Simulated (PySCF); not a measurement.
Orbital gap (eV) of eight silicon and germanium compounds: PBE beside r2SCAN, computed with PySCF for isolated molecules in the bases named; differences from unrounded values. The eight are the first of their class met in an unordered collection, after screening for sound electronic states; none was chosen by its value. Each molecule has one DFT geometry for both levels.

```json
[
 {"molecule": "dichloro(silylmethyl)silane (CH6Cl2Si2), SMILES Cl[SiH](C[SiH3])Cl", "basis": "def2-TZVP", "r2SCAN": "7.55"},
 {"molecule": "FH6NOSi2, SMILES N[Si@@H](O)[SiH2]F", "basis": "def2-TZVP", "r2SCAN": "5.36"},
 {"molecule": "C2H9FOSi2, SMILES F[Si@@H](CO)C[SiH3]", "basis": "def2-TZVP", "r2SCAN": "5.86"},
 {"molecule": "ClGeH6NSi, SMILES N[Si@@H](Cl)[GeH3]", "basis": "def2-TZVP", "r2SCAN": "6.31"},
 {"molecule": "Ge(H)2(F)(OMe) (CH₅FGeO), SMILES C[O][GeH2][F]", "basis": "def2-TZVP", "r2SCAN": "7.00"},
 {"molecule": "N,N-dimethyl-1-methylsilylmethanamine (C4H13NSi), SMILES C[SiH2]CN(C)C", "basis": "def2-TZVP", "r2SCAN": "5.50"},
 {"molecule": "C3H7FOSi, SMILES O=CC[SiH2]CF", "basis": "def2-TZVP", "r2SCAN": "4.45"},
 {"molecule": "C5H8Si, SMILES C#CC(=C)[SiH2]C", "basis": "def2-TZVP", "r2SCAN": "4.33"}
]
```

### Question
Estimate the PBE values and say how PBE differs from r2SCAN over the set. (Estimate from the structure and the level; the computed values follow.)

### Answer

```json
[
 {"molecule": "dichloro(silylmethyl)silane (CH6Cl2Si2), SMILES Cl[SiH](C[SiH3])Cl", "PBE": "6.83", "difference": "-0.72"},
 {"molecule": "FH6NOSi2, SMILES N[Si@@H](O)[SiH2]F", "PBE": "4.76", "difference": "-0.61"},
 {"molecule": "C2H9FOSi2, SMILES F[Si@@H](CO)C[SiH3]", "PBE": "5.19", "difference": "-0.67"},
 {"molecule": "ClGeH6NSi, SMILES N[Si@@H](Cl)[GeH3]", "PBE": "5.69", "difference": "-0.63"},
 {"molecule": "Ge(H)2(F)(OMe) (CH₅FGeO), SMILES C[O][GeH2][F]", "PBE": "6.26", "difference": "-0.74"},
 {"molecule": "N,N-dimethyl-1-methylsilylmethanamine (C4H13NSi), SMILES C[SiH2]CN(C)C", "PBE": "4.78", "difference": "-0.72"},
 {"molecule": "C3H7FOSi, SMILES O=CC[SiH2]CF", "PBE": "3.91", "difference": "-0.54"},
 {"molecule": "C5H8Si, SMILES C#CC(=C)[SiH2]C", "PBE": "4.01", "difference": "-0.32"}
]
```
PBE lies below r2SCAN in 8 and above it in 0 of the eight; the mean signed difference is -0.62 and the largest -0.74 eV.
